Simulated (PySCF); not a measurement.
C3H4BNO2, SMILES N#CCB(O)C=O. Heavy atoms are numbered as in [N:1]#[C:2][CH2:3][B:4]([OH:5])[CH:6]=[O:7]. Hydrogens are named by the atom that carries them.

The structure is a stationary point at B3LYP-D3(BJ)/def2-SVP. This is a generated structure with no PubChem entry under its InChIKey; it may be hypothetical. Other conformers were not sampled.

Method: PySCF with ωB97X/def2-TZVP.

ESP charges are fitted to the potential on shells at 1.4 to 2.0 van der Waals radii. Atomic charges (e), one atom of each kind:

```tsv
atom	ESP fit	Mulliken	Löwdin	IAO
N1	-0.48	-0.07	0.05	-0.26
C2	0.41	-0.20	-0.19	0.15
C3 (CH2)	(withheld)	-0.18	-0.17	-0.47
B4	0.54	0.22	-0.64	0.41
O5 (OH)	(withheld)	-0.37	0.25	-0.50
C6 (CH)	0.27	0.09	-0.19	0.13
O7	-0.43	-0.33	0.13	-0.37
H on C3	(withheld)	0.18	0.20	0.20
H on O5	(withheld)	0.35	0.23	0.38
H on C6	(withheld)	0.13	0.13	0.13
```

### Question
Complete the blanks. (An estimate is asked for; the answer gives what the named calculation found.)

### Answer

- C3 (CH2), ESP fit: -0.65
- O5 (OH), ESP fit: -0.60
- H on C3, ESP fit: 0.24
- H on O5, ESP fit: 0.41
- H on C6, ESP fit: 0.05

### Question
Give the Mayer and Wiberg (Löwdin basis) orders of the bonds. (The exact figures need the calculation; the answer reports its results.)

### Answer

```csv
bond,Mayer,Wiberg
N1–C2,3.05,3.32
C2–C3,0.94,1.29
C3–B4,0.97,1.16
B4–O5,1.46,2.08
B4–C6,0.96,1.09
C6–O7,1.92,2.68
```
